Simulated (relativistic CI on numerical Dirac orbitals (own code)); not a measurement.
Au8+: computed level list

Computed by Dirac-Coulomb-Breit CI, KLI orbitals optimised for each configuration, model QED (radiative potential, 1s self-energy scaled to tabulated hydrogen-like ionisation energies), unscaled Slater integrals (own radial code, finite nucleus).

Configuration list (outside the closed core [Kr] 4d10): 4f¹⁴5s²5p⁶5d³, 4f¹⁴5s²5p⁶5d²6s, 4f¹⁴5s²5p⁶5d²5f, 4f¹⁴5s²5p⁵5d⁴, 4f¹⁴5s²5p⁶5d²6p, 4f¹⁴5s²5p⁶5d6s6p, 4f¹⁴5s²5p⁶5d²5g, 4f¹⁴5s²5p⁶5d5f6s, 4f¹⁴5s²5p⁶5d²6d, 4f¹⁴5s5p⁶5d⁴, 4f¹⁴5s²5p⁶5d²7s, 4f¹⁴5s²5p⁵5d³5f, 4f¹⁴5s²5p⁶5d²7p, 4f¹⁴5s²5p⁶5d²6f, 4f¹⁴5s²5p⁶5d²7d, 4f¹⁴5s²5p⁵5d³6s, 4f¹⁴5s²5p⁵5d³5g, 4f¹⁴5s²5p⁶5d²8s, 4f¹³5s²5p⁶5d⁴, 4f¹⁴5s²5p⁶5d5g6p, 4f¹⁴5s²5p⁶5d²8p, 4f¹⁴5s5p⁶5d³5f, 4f¹⁴5s²5p⁶5d5f5g, 4f¹³5s²5p⁶5d³6s, 4f¹⁴5s²5p⁶5d6s², 4f¹⁴5s²5p⁶5f6s², 4f¹⁴5s²5p⁶6s²6p, 4f¹⁴5s²5p⁶5g6s², 4f¹⁴5s²5p⁶6s²6d, 4f¹⁴5s²5p⁶5d5f², 4f¹⁴5s²5p⁶5f²6s, 4f¹⁴5s²5p⁶5f³, 4f¹⁴5s²5p⁶5f²6p, 4f¹⁴5s²5p⁶5f²5g, 4f¹⁴5s²5p⁶5f²6d, 4f¹⁴5s²5p⁶5d6p², 4f¹⁴5s²5p⁶6s6p², 4f¹⁴5s²5p⁶5f6p², 4f¹⁴5s²5p⁶6p³, 4f¹⁴5s²5p⁶5g6p², 4f¹⁴5s²5p⁶6p²6d, 4f¹⁴5s²5p⁶5d5f6p, 4f¹⁴5s²5p⁶5f6s6p, 4f¹⁴5s²5p⁶5f5g6p, 4f¹⁴5s²5p⁶5f6p6d, 4f¹⁴5s²5p⁶5d5g², 4f¹⁴5s²5p⁶5g²6s, 4f¹⁴5s²5p⁶5f5g², 4f¹⁴5s²5p⁶5g²6p, 4f¹⁴5s²5p⁶5g³, 4f¹⁴5s²5p⁶5g²6d, 4f¹⁴5s²5p⁶5d5g6s, 4f¹⁴5s²5p⁶5f5g6s, 4f¹⁴5s²5p⁶5g6s6p, 4f¹⁴5s²5p⁶5g6s6d, 4f¹⁴5p⁶5d⁵, 4f¹⁴5p⁵5d⁶. Double excitations out of closed p, d and f shells are left out; levels of such configurations are missing from the list, as are those of other unlisted configurations, and high levels can miss mixing partners. These lack a partner that the ground configuration has and come out too high: 4f¹⁴5s²5p⁶5d²7s, 4f¹⁴5s²5p⁵5d³5f, 4f¹⁴5s²5p⁶5d²7p, 4f¹⁴5s²5p⁶5d²6f, 4f¹⁴5s²5p⁶5d²7d.

The lowest level is 4f¹⁴5s²5p⁶5d³ ⁴F3/2, with 77 % of that term; Hund's rules for 4f¹⁴5s²5p⁶5d³ give ⁴F with J = 3/2, in agreement.

| No. | Configuration | Term | J | E (cm⁻¹) | % | Next component (%) | jj configuration (%) |
| --- | --- | --- | --- | --- | --- | --- | --- |
| 1 | 4f¹⁴5s²5p⁶5d³ | ⁴F | 3/2 | 0 | 77 | 18 ²D | 5d3/2^3 (78) |
| 2 | 4f¹⁴5s²5p⁶5d³ | ⁴F | 5/2 | 11304 | 92 | 6 ²D | 5d3/2^2 5d5/2 (92) |
| 3 | 4f¹⁴5s²5p⁶5d³ | ⁴F | 7/2 | 19264 | 77 | 19 ²G | 5d3/2^2 5d5/2 (64) |
| 4 | 4f¹⁴5s²5p⁶5d³ | ⁴P | 3/2 | 22337 | 47 | 32 ²P | 5d3/2^2 5d5/2 (83) |
| 5 | 4f¹⁴5s²5p⁶5d³ | ⁴F | 9/2 | 23416 | 43 | 38 ²G | 5d3/2^2 5d5/2 (77) |
| 6 | 4f¹⁴5s²5p⁶5d³ | ⁴P | 1/2 | 26087 | 69 | 29 ²P | 5d3/2^2 5d5/2 (96) |
| 7 | 4f¹⁴5s²5p⁶5d³ | ²G | 7/2 | 36356 | 74 | 21 ⁴F | 5d3/2 5d5/2^2 (74) |
| 8 | 4f¹⁴5s²5p⁶5d³ | ²H | 9/2 | 38123 | 54 | 42 ⁴F | 5d3/2 5d5/2^2 (65) |
| 9 | 4f¹⁴5s²5p⁶5d³ | ⁴P | 5/2 | 38878 | 87 | 9 ²D | 5d3/2 5d5/2^2 (54) |
| 10 | 4f¹⁴5s²5p⁶5d³ | ²D | 3/2 | 44496 | 44 | 40 ⁴P | 5d3/2 5d5/2^2 (94) |
| 11 | 4f¹⁴5s²5p⁶5d³ | ²P | 1/2 | 46938 | 69 | 29 ⁴P | 5d3/2 5d5/2^2 (96) |
| 12 | 4f¹⁴5s²5p⁶5d³ | ²H | 11/2 | 49667 | 99 | 1 4f¹⁴5s²5p⁵5d³5f ²H | 5d3/2 5d5/2^2 (99) |
| 13 | 4f¹⁴5s²5p⁶5d³ | ²D | 5/2 | 53990 | 91 | 5 ⁴F | 5d3/2 5d5/2^2 (67) |
| 14 | 4f¹⁴5s²5p⁶5d³ | ²G | 9/2 | 59492 | 58 | 27 ²H | 5d5/2^3 (83) |
| 15 | 4f¹⁴5s²5p⁶5d³ | ²F | 5/2 | 59609 | 82 | 11 ²D | 5d3/2 5d5/2^2 (60) |
| 16 | 4f¹⁴5s²5p⁶5d³ | ²F | 7/2 | 61634 | 92 | 6 ²G | 5d3/2 5d5/2^2 (89) |
| 17 | 4f¹⁴5s²5p⁶5d³ | ²P | 3/2 | 65707 | 56 | 30 ²D | 5d5/2^3 (79) |
| 18 | 4f¹⁴5s²5p⁶5d³ | ²D | 3/2 | 90373 | 97 | 1 ⁴P | 5d3/2 5d5/2^2 (79) |
| 19 | 4f¹⁴5s²5p⁶5d³ | ²D | 5/2 | 93560 | 80 | 14 ²F | 5d5/2^3 (72) |
| 20 | 4f¹⁴5s²5p⁶5d²6s | ⁴F | 3/2 | 232030 | 89 | 10 ²D | 5d3/2^2 6s (92) |
| 21 | 4f¹⁴5s²5p⁶5d²6s | ⁴F | 5/2 | 236009 | 67 | 19 ²F | 5d3/2^2 6s (85) |
| 22 | 4f¹⁴5s²5p⁶5d²6s | ⁴F | 7/2 | 249656 | 92 | 7 ²F | 5d3/2 5d5/2 6s (96) |
| 23 | 4f¹⁴5s²5p⁶5d²6s | ⁴P | 1/2 | 255194 | 84 | 10 ²S | 5d3/2^2 6s (79) |
| 24 | 4f¹⁴5s²5p⁶5d²6s | ²F | 5/2 | 255273 | 54 | 31 ⁴F | 5d3/2 5d5/2 6s (87) |
| 25 | 4f¹⁴5s²5p⁶5d²6s | ⁴F | 9/2 | 260179 | 83 | 16 ²G | 5d3/2 5d5/2 6s (59) |
| 26 | 4f¹⁴5s²5p⁶5d²6s | ⁴P | 3/2 | 263158 | 82 | 14 ²D | 5d3/2 5d5/2 6s (97) |
| 27 | 4f¹⁴5s²5p⁶5d²6s | ⁴P | 5/2 | 263439 | 52 | 25 ²D | 5d3/2 5d5/2 6s (98) |
| 28 | 4f¹⁴5s²5p⁶5d²6s | ²D | 3/2 | 269041 | 47 | 32 ²P | 5d3/2 5d5/2 6s (85) |
| 29 | 4f¹⁴5s²5p⁶5d²6s | ²F | 7/2 | 269113 | 58 | 39 ²G | 5d3/2 5d5/2 6s (84) |
| 30 | 4f¹⁴5s²5p⁶5d²6s | ²P | 1/2 | 274683 | 87 | 10 ⁴P | 5d3/2 5d5/2 6s (88) |
| 31 | 4f¹⁴5s²5p⁶5d²6s | ²G | 9/2 | 281615 | 83 | 16 ⁴F | 5d5/2^2 6s (59) |
| 32 | 4f¹⁴5s²5p⁶5d²6s | ²D | 5/2 | 284243 | 53 | 41 ⁴P | 5d5/2^2 6s (99) |
| 33 | 4f¹⁴5s²5p⁶5d²6s | ²G | 7/2 | 284842 | 60 | 34 ²F | 5d5/2^2 6s (81) |
| 34 | 4f¹⁴5s²5p⁶5d²6s | ²P | 3/2 | 291218 | 67 | 28 ²D | 5d5/2^2 6s (89) |
| 35 | 4f¹⁴5s²5p⁶5d²6s | ²S | 1/2 | 316611 | 87 | 6 ⁴P | 5d5/2^2 6s (88) |
| 36 | 4f¹⁴5s²5p⁶5d²6p | ⁴G° | 5/2 | 329867 | 60 | 32 ²F° | 5d3/2^2 6p1/2 (95) |
| 37 | 4f¹⁴5s²5p⁶5d²6p | ⁴F° | 3/2 | 336570 | 46 | 36 ²D° | 5d3/2^2 6p1/2 (90) |
| 38 | 4f¹⁴5s²5p⁶5d²6p | ⁴G° | 7/2 | 349499 | 66 | 13 ²F° | 5d3/2 5d5/2 6p1/2 (96) |
| 39 | 4f¹⁴5s²5p⁶5d²6p | ⁴F° | 5/2 | 350885 | 43 | 24 ²D° | 5d3/2 5d5/2 6p1/2 (97) |
| 40 | 4f¹⁴5s²5p⁶5d²6p | ⁴D° | 1/2 | 352414 | 52 | 24 ²P° | 5d3/2^2 6p1/2 (81) |
| 41 | 4f¹⁴5s²5p⁶5d²6p | ⁴D° | 3/2 | 360510 | 29 | 26 ²D° | 5d3/2 5d5/2 6p1/2 (88) |
| 42 | 4f¹⁴5s²5p⁶5d²6p | ²G° | 9/2 | 361715 | 35 | 27 ⁴G° | 5d3/2 5d5/2 6p1/2 (73) |
| 43 | 4f¹⁴5s²5p⁶5d²6p | ²S° | 1/2 | 362131 | 36 | 33 ⁴P° | 5d3/2 5d5/2 6p1/2 (92) |
| 44 | 4f¹⁴5s²5p⁶5d²6p | ²D° | 5/2 | 362750 | 26 | 25 ⁴D° | 5d3/2 5d5/2 6p1/2 (85) |
| 45 | 4f¹⁴5s²5p⁶5d²6p | ⁴D° | 7/2 | 363778 | 37 | 24 ²F° | 5d3/2 5d5/2 6p1/2 (64) |

Energies count from the lowest computed level; ° marks odd parity. Filled j subshells are mostly left out of the jj labels.

The mean weight of the leading LS term, summed over parents, in these 45 levels is 66 %, and that of the leading jj configuration (from the same eigenvectors) 83 %, so jj coupling describes them better and the LS labels are nominal.

At this charge configurations can still be misplaced by up to about 7 % of their energy. Terms inside the open d or f shell come out 10 to 20 % too wide with unscaled integrals. Levels and lines within the n = 5 or 6 shells can be off by up to 10 % or somewhat more, and those that change n by about 2 %, since core polarisation is missing.

LS names give the leading component of a level, which can be under half, so a name can repeat, a term be missing and a line seem to break the LS rules.
